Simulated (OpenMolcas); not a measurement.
## 3s2 3p along the 13-electron sequence

```yaml
Program: OpenMolcas
Method: CASSCF
Basis: ANO-RCC-VTZP
Scalar_Hamiltonian: DKH2, point nucleus
Spin-orbit_coupling: RASSI with atomic mean-field integrals over the reference wave functions, term energies averaged over their components
```

Active space for each ion: 3 electrons in 4 orbitals (3s 3p).

Computed levels in cm-1 above 2P* 1/2:

| Level | Al | Si+ | P2+ | S3+ | Cl4+ | Ar5+ |
| --- | --- | --- | --- | --- | --- | --- |
| 2P* 3/2 | 103 | 252 | 484 | 841 | 1354 | 2027 |
| weight of 2P* in the lowest level (%) | 100 | 100 | 100 | 100 | 100 | 100 |

Measured, with the error of the calculation in %. Measured levels: Al, Si+ from NIST Handbook of Basic Atomic Spectroscopic Data; P2+ from Martin, Zalubas and Musgrove, J. Phys. Chem. Ref. Data 14, 751 (1985); S3+ from NIST levels in Podobedova, Kelleher and Wiese, J. Phys. Chem. Ref. Data 38, 171 (2009); Ar5+ from Saloman, J. Phys. Chem. Ref. Data 39, 033101 (2010).

```json
{"Level": "2P* 3/2", "Al": "112 (-7.9)", "Si+": "287 (-12.2)", "P2+": "559 (-13.4)", "S3+": "951 (-11.6)", "Ar5+": "2208 (-8.2)"}
```

The fine-structure level 2P* 3/2 changes by a factor of 19.7 from Al to Ar5+. Its fourth root runs 3.19, 3.98, 4.69, 5.39, 6.07, 6.71, with steps per unit of Z of 0.80, 0.71, 0.69, 0.68, 0.64; equal steps would mean a (Z - σ)^4 law with constant σ.

Without dynamic correlation excited terms often stand tens of per cent too high (terms of higher spin than the ground term too low), and those without a measured partner can miss by more than the paired ones (holds for Al; Si+). Computed and measured levels are paired by configuration, term and J; levels that our copy of the source lacks, or whose pairing is in doubt (as where it misses far off the trend of its configuration), stay unpaired and out of the deviations. Only configurations of the active space appear.

* marks odd parity.
